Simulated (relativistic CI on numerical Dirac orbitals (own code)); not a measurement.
Level scheme of Yb⁹⁺

Method of calculation: Dirac-Coulomb-Breit CI, separate exchange-only KLI orbitals for each configuration, model QED, unscaled Slater integrals (own radial code, finite nucleus).

Configuration list (outside the closed core [Ar] 3d10 4s2): 4p6 4d10 4f12 5s2 5p, 4p6 4d10 4f10 5s2 5p3, 4p6 4d10 4f11 5s2 5p2, 4p6 4d10 4f13 5s2, 4p6 4d10 4f12 5s 5p2, 4p6 4d10 4f12 5s2 5d, 4p6 4d10 4f11 5s 5p3, 4p6 4d10 4f12 5p3, 4p6 4d10 4f14 5s, 4p6 4d10 4f14 5p, 4p6 4d10 4f13 5s 5p, 4p6 4d10 4f11 5s2 5p 5d, 4p6 4d10 4f12 5s 5p 5d, 4p6 4d10 4f12 5s2 5f, 4p6 4d10 4f13 5p2, 4p6 4d10 4f11 5s2 5p 6s, 4p6 4d10 4f13 5s 5d, 4p6 4d10 4f12 5s2 6s, 4p6 4d10 4f12 5s2 5g, 4p6 4d10 4f13 5s 6s, 4p6 4d10 4f12 5s2 6p, 4p6 4d10 4f13 5s 6p, 4p6 4d10 4f10 5s2 5p 6s2, 4p6 4d10 4f13 5s 5f, 4p6 4d10 4f13 5p 6s, 4p6 4d9 4f14 5s2, 4p5 4d10 4f14 5s2. Levels of other configurations are missing.

| No. | Configuration | Term | J | E (cm⁻¹) | % | Lifetime (s) | jj configuration (%) |
| --- | --- | --- | --- | --- | --- | --- | --- |
| 1 | 4f10(5I) 5p3(4S°) | 8I° | 19/2 | 0.0 | 53 |  | 4f7/2^4 5p3/2 (53) |
| 2 | 4f10(5I) 5p3(2P°) | 6I° | 17/2 | 816.6 | 37 | 7.76e+01 | 4f7/2^4 5p3/2 (44) |
| 3 | 4f10(5I) 5p3(4S°) | 8I° | 15/2 | 5599.7 | 39 | 1.60e-01 | 4f5/2^5 4f7/2^5 5p3/2 (51) |
| 4 | 4f10(5I) 5p3(4S°) | 8I° | 13/2 | 10481.8 | 44 | 8.86e-02 | 4f5/2^5 4f7/2^5 5p3/2 (41) |
| 5 | 4f10(5I) 5p3(4S°) | 8I° | 11/2 | 14511.6 | 47 | 1.16e-01 | 4f5/2^4 4f7/2^6 5p3/2 (40) |
| 6 | 4f10(5I) 5p3(4S°) | 6I° | 17/2 | 16279.4 | 30 | 7.64e-03 | 4f5/2^5 4f7/2^5 5p3/2 (61) |
| 7 | 4f10(5I) 5p3(2P°) | 4I° | 15/2 | 17656.5 | 30 | 1.28e-02 | 4f7/2^4 5p3/2 (37) |
| 8 | 4f10(5I) 5p3(4S°) | 8I° | 9/2 | 17924.7 | 50 | 1.62e-01 | 4f5/2^4 4f7/2^6 5p3/2 (35) |
| 9 | 4f11(4I°) 5p2(1S) | 4I° | 15/2 | 18785.4 | 32 |  | 4f7/2^5 5p1/2^2 (72) |
| 10 | 4f10(5I) 5p3(4S°) | 8I° | 7/2 | 20580.8 | 50 | 3.37e-01 | 4f5/2^4 4f7/2^6 5p3/2 (32) |
| 11 | 4f10(5I) 5p3(2P°) | 4H° | 13/2 | 21080.9 | 26 | 5.49e-02 | 4f7/2^4 5p3/2 (65) |
| 12 | 4f10(5I) 5p3(4S°) | 8I° | 5/2 | 22730.4 | 51 | 7.85e-01 | 4f5/2^4 4f7/2^6 5p3/2 (32) |
| 13 | 4f10(5F) 5p3(2P°) | 6G° | 13/2 | 22818.2 | 39 | 2.04e+00 | 4f5/2^5 4f7/2^5 5p3/2 (41) |
| 14 | 4f10(5I) 5p3(4S°) | 6I° | 13/2 | 26957.4 | 29 | 1.87e-02 | 4f5/2^5 4f7/2^5 5p3/2 (54) |
| 15 | 4f10(5I) 5p3(2P°) | 4K° | 15/2 | 27335.3 | 19 | 1.46e-02 | 4f5/2^5 4f7/2^5 5p3/2 (42) |
| 16 | 4p6 4d10 4f10 5s2 5p3 | 6G° | 11/2 | 28212.3 | 18 | 5.86e-02 | 4f5/2^5 4f7/2^5 5p3/2 (57) |
| 17 | 4f10(5S) 5p3(4S°) | 8S° | 7/2 | 28469.6 | 32 | 1.38e+00 | 4f7/2^4 5p3/2 (35) |
| 18 | 4f10(5F) 5p3(4S°) | 8F° | 11/2 | 29688.3 | 32 | 4.59e-02 | 4f5/2^5 4f7/2^5 5p3/2 (44) |
| 19 | 4f11(4I°) 5p2(3P) | 6I° | 13/2 | 29724.3 | 24 | 1.62e-02 | 4f5/2^5 4f7/2^6 5p1/2^2 (83) |
| 20 | 4f10(5F) 5p3(4S°) | 8F° | 9/2 | 29954.0 | 31 | 1.31e+00 | 4f5/2^5 4f7/2^5 5p3/2 (43) |
| 21 | 4f10(5F) 5p3(4S°) | 8F° | 7/2 | 31341.2 | 29 | 1.17e+00 | 4f5/2^5 4f7/2^5 5p3/2 (51) |
| 22 | 4f10(5F) 5p3(2P°) | 6D° | 3/2 | 31360.9 | 33 | 3.38e+01 | 4f7/2^4 5p3/2 (34) |
| 23 | 4f10(5F) 5p3(4S°) | 8F° | 5/2 | 31856.2 | 35 | 1.25e+00 | 4f5/2^5 4f7/2^5 5p3/2 (36) |
| 24 | 4f10(5F) 5p3(2P°) | 6D° | 1/2 | 32446.4 | 42 | 6.55e+00 | 4f5/2^5 4f7/2^5 5p3/2 (48) |
| 25 | 4f10(5I) 5p3(4S°) | 6I° | 11/2 | 32550.1 | 27 | 4.18e-02 | 4f5/2^4 4f7/2^6 5p3/2 (40) |
| 26 | 4p6 4d10 4f10 5s2 5p3 | 4G° | 11/2 | 34048.9 | 17 | 3.91e-02 | 4f5/2^5 4f7/2^5 5p3/2 (44) |
| 27 | 4f10(5I) 5p3(4S°) | 6I° | 9/2 | 34458.3 | 31 | 5.25e-02 | 4f5/2^4 4f7/2^6 5p3/2 (50) |
| 28 | 4f11(4I°) 5p2(1S) | 4I° | 11/2 | 35165.0 | 18 | 9.90e-02 | 4f7/2^5 5p1/2^2 (31) |
| 29 | 4f10(5I) 5p3(2P°) | 4K° | 13/2 | 35413.0 | 23 | 3.29e-02 | 4f5/2^5 4f7/2^5 5p3/2 (36) |
| 30 | 4f10(5I) 5p3(2P°) | 4I° | 9/2 | 35960.1 | 30 | 6.07e-02 | 4f5/2^5 4f7/2^5 5p3/2 (33) |
| 31 | 4f10(3K) 5p3(4S°) | 6K° | 19/2 | 36091.0 | 34 | 4.92e-03 | 4f7/2^4 5p3/2 (38) |
| 32 | 4f10(5G) 5p3(4S°) | 8G° | 15/2 | 37355.2 | 40 | 1.16e-02 | 4f5/2^5 4f7/2^5 5p3/2 (36) |
| 33 | 4f11(2H°) 5p2(3P) | 4I° | 9/2 | 37642.2 | 16 | 1.10e+00 | 4f7/2^5 5p1/2^2 (70) |
| 34 | 4f10(5I) 5p3(4S°) | 6I° | 7/2 | 37853.5 | 56 | 5.46e-02 | 4f5/2^4 4f7/2^6 5p3/2 (31) |
| 35 | 4f10(5G) 5p3(4S°) | 8G° | 13/2 | 38862.1 | 26 | 1.31e-02 | 4f5/2^5 4f7/2^5 5p3/2 (48) |
| 36 | 4f10(3K) 5p3(2P°) | 4K° | 17/2 | 39000.9 | 29 | 5.59e-03 | 4f5/2^5 4f7/2^5 5p3/2 (34) |
| 37 | 4f10(3K) 5p3(2P°) | 4K° | 15/2 | 39151.5 | 23 | 9.60e-03 | 4f5/2^5 4f7/2^5 5p3/2 (46) |
| 38 | 4p6 4d10 4f10 5s2 5p3 | 6F° | 9/2 | 39787.1 | 19 | 2.88e-02 | 4f5/2^5 4f7/2^5 5p3/2 (42) |
| 39 | 4f10(3H) 5p3(2P°) | 4H° | 13/2 | 40702.2 | 21 | 7.04e-03 | 4f5/2^5 4f7/2^5 5p3/2 (41) |
| 40 | 4f10(5F) 5p3(2P°) | 4D° | 7/2 | 40845.8 | 17 | 2.25e-02 | 4f7/2^4 5p3/2 (33) |
| 41 | 4f10(5S) 5p3(2P°) | 4P° | 3/2 | 41452.7 | 17 | 5.05e-02 | 4f7/2^4 5p3/2 (40) |
| 42 | 4f10(5I) 5p3(2P°) | 4K° | 11/2 | 41472.1 | 29 | 5.47e-02 | 4f5/2^5 4f7/2^5 5p3/2 (34) |
| 43 | 4f10(5G) 5p3(2P°) | 6F° | 5/2 | 42000.0 | 22 | 1.35e-01 | 4f7/2^4 5p3/2 (41) |
| 44 | 4f10(5F) 5p3(4S°) | 4F° | 9/2 | 42392.3 | 22 | 2.34e-02 | 4f5/2^5 4f7/2^5 5p3/2 (36) |
| 45 | 4f11(4I°) 5p2(1S) | 4I° | 9/2 | 42794.0 | 17 | 4.55e-02 | 4f5/2^5 4f7/2^6 5p1/2^2 (56) |
| 46 | 4f10(3H) 5p3(2P°) | 4G° | 11/2 | 43184.9 | 30 | 4.84e-03 | 4f7/2^4 5p3/2 (31) |
| 47 | 4f10(5F) 5p3(4S°) | 6F° | 7/2 | 43750.7 | 17 | 4.70e-02 | 4f7/2^4 5p3/2 (41) |
| 48 | 4f10(5S) 5p3(4S°) | 6S° | 5/2 | 43810.6 | 26 | 4.75e-02 | 4f5/2^5 4f7/2^5 5p3/2 (47) |
| 49 | 4f10(5F) 5p3(4S°) | 6F° | 9/2 | 44734.6 | 21 | 2.28e-02 | 4f5/2^5 4f7/2^5 5p3/2 (51) |
| 50 | 4f10(5G) 5p3(2P°) | 6F° | 3/2 | 44789.8 | 34 | 3.84e-02 | 4f5/2^5 4f7/2^5 5p3/2 (54) |
| 51 | 4f10(5F) 5p3(4S°) | 6F° | 11/2 | 45056.6 | 33 | 1.75e-02 | 4f5/2^5 4f7/2^5 5p3/2 (58) |
| 52 | 4p6 4d10 4f10 5s2 5p3 | 4H° | 13/2 | 45226.4 | 17 | 4.43e-03 | 4f5/2^5 4f7/2^5 5p3/2 (44) |
| 53 | 4f10(5G) 5p3(2P°) | 6F° | 1/2 | 45275.7 | 51 | 6.71e-02 | 4f5/2^4 4f7/2^6 5p3/2 (46) |
| 54 | 4f10(5F) 5p3(4S°) | 6F° | 7/2 | 45912.4 | 21 | 2.39e-02 | 4f5/2^5 4f7/2^5 5p3/2 (38) |
| 55 | 4f10(3L) 5p3(4S°) | 6L° | 21/2 | 46374.8 | 41 | 8.79e-02 | 4f5/2^5 4f7/2^5 5p3/2 (88) |
| 56 | 4f11(4S°) 5p2(3P) | 6P° | 3/2 | 46742.8 | 28 | 1.12e+00 | 4f7/2^5 5p1/2^2 (66) |
| 57 | 4f11(2H°) 5p2(3P) | 4G° | 11/2 | 47268.3 | 22 | 9.22e-03 | 4f7/2^5 5p1/2^2 (40) |
| 58 | 4f10(3K) 5p3(4S°) | 6K° | 11/2 | 48330.6 | 14 | 1.20e-02 | 4f5/2^4 4f7/2^6 5p3/2 (35) |
| 59 | 4f10(3K) 5p3(2P°) | 4L° | 17/2 | 48681.1 | 24 | 7.72e-03 | 4f5/2^5 4f7/2^5 5p3/2 (58) |
| 60 | 4f10(5F) 5p3(2P°) | 4G° | 5/2 | 48692.5 | 16 | 2.64e-02 | 4f5/2^5 4f7/2^5 5p3/2 (65) |
| 61 | 4f10(3H) 5p3(4S°) | 6H° | 15/2 | 48770.5 | 22 | 4.91e-03 | 4f5/2^5 4f7/2^5 5p3/2 (52) |
| 62 | 4f10(3K) 5p3(4S°) | 2K° | 13/2 | 49549.5 | 21 | 9.45e-03 | 4f5/2^5 4f7/2^5 5p3/2 (46) |
| 63 | 4f10(3H) 5p3(2P°) | 4G° | 7/2 | 49974.7 | 16 | 7.48e-03 | 4f5/2^5 4f7/2^5 5p3/2 (45) |
| 64 | 4f10(3H) 5p3(4S°) | 6H° | 15/2 | 50013.3 | 17 | 5.64e-03 | 4f5/2^5 4f7/2^5 5p3/2 (51) |
| 65 | 4f10(1D) 5p3(4S°) | 4D° | 5/2 | 50212.1 | 17 | 9.27e-03 | 4f5/2^5 4f7/2^5 5p3/2 (28) |
| 66 | 4f10(5D) 5p3(2P°) | 6D° | 9/2 | 50252.7 | 26 | 2.16e-02 | 4f5/2^5 4f7/2^5 5p3/2 (36) |
| 67 | 4f11(4F°) 5p2(1S) | 4F° | 7/2 | 50465.2 | 18 | 2.03e-02 | 4f5/2^5 4f7/2^6 5p1/2^2 (72) |
| 68 | 4f10(3K) 5p3(4S°) | 6K° | 11/2 | 50850.1 | 15 | 6.88e-03 | 4f5/2^4 4f7/2^6 5p3/2 (48) |
| 69 | 4f10(3L) 5p3(4S°) | 4L° | 17/2 | 50979.5 | 24 | 2.37e-02 | 4f5/2^5 4f7/2^5 5p3/2 (80) |
| 70 | 4f10(5F) 5p3(2P°) | 4F° | 3/2 | 51321.2 | 22 | 2.69e-02 | 4f5/2^5 4f7/2^5 5p3/2 (62) |

Energies count from the lowest computed level; ° marks odd parity; lifetimes are radiative, by E1, M1, E2, M2 decay to levels of this space only; some are left blank where a channel outside the calculation adds to the decay or the decay crosses a small, uncertain gap. Percentages are summed over parent terms; the parents shown are those of the largest component, closed shells are left out there. Filled j subshells are mostly left out of the jj labels.

The mean weight of the leading LS term, summed over parents, in these 70 levels is 28 %, and that of the leading jj configuration (from the same eigenvectors) 47 %, so jj coupling describes them better and the LS labels are nominal.

At this charge transitions that keep the count of f electrons are usually good to a few per cent. Terms inside the open d or f shell come out 10 to 20 % too wide with unscaled integrals. Levels and lines within the n = 5 or 6 shells can be off by up to 10 % or somewhat more, and those that change n by about 2 %, since core polarisation is missing. Levels that differ in their count of f electrons can be misplaced by several ten thousand cm⁻¹, since the correlation energy of f electrons is missing or only estimated; rates across such gaps can be off by orders of magnitude. The computed lowest level isn't the tabulated ground level, which NIST ASD gives as 4f12 5s2 5p °; for such ions that label comes from theory and may be the wrong one.

LS names give the leading component of a level, which can be under half, so a name can repeat, a term be missing and a line seem to break the LS rules.
